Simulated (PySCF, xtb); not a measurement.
Si(F)3(NHSiH3) (F3H4NSi2), SMILES F[Si](F)(F)N[SiH3].

xtb with GFN2-xTB at its own geometry gives an orbital gap of 5.69 eV and a dipole moment of 3.14 D.

Coordinates come from a B3LYP-D3(BJ)/def2-SVP optimisation. Other conformers were not sampled.

Task: What does PySCF with PBE/def2-TZVP give? (Estimate from the structure and the level; the computed values follow.)

Result: gap 5.95 eV (levels -7.10 and -1.14 eV), dipole 2.45 D.
